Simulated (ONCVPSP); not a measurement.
## Pseudopotential generation for Mn: ONCV, PBE, scalar-relativistic.

```
Element                 : manganese
Generator               : ONCVPSP 4.0.1
Type                    : optimised norm-conserving Vanderbilt (ONCV)
Functional              : PBE
Relativity              : scalar-relativistic
Frozen core             : [Ar]
Valence charge          : 7
Reference configuration : 3d5 4s1.5 (charge +0.5)
Partial waves           : 4s: rc 2.25 bohr, ncon 3, nbas 8, qcut 2.3 1/bohr, 3 projectors, debl 3 Ha; p scattering state at 0.2 Ha: rc 1.70 bohr, ncon 4, nbas 7, qcut 3.9 1/bohr, 2 projectors, debl 1.2 Ha; 3d: rc 1.20 bohr, ncon 4, nbas 8, qcut 13.6 1/bohr, 2 projectors, debl 1.7 Ha
Local potential         : polynomial inside 0.90 bohr (lpopt 5, dvloc0 3 Ha)
Core correction         : none
```

Calculated quality:

* Cutoffs needed: 67 Ha and 76 Ha (the cutoffs (Ha) at which the residual kinetic energy of the hardest occupied pseudo-wave falls to 1 and 0.1 mHa per electron)
* Ghost test: ghosts flagged at negative energy: p at -54.3 eV; GHOST(+) flagged for s at 55.8 eV, p at 133.0 eV; a true bound ghost makes a file unfit for plane-wave use
* Largest excitation error: +91 meV (all-electron minus pseudo) for 3d5 4s0, out of 4 test configurations

Generation and tests took about 4.5 s on one core of a shared server CPU.
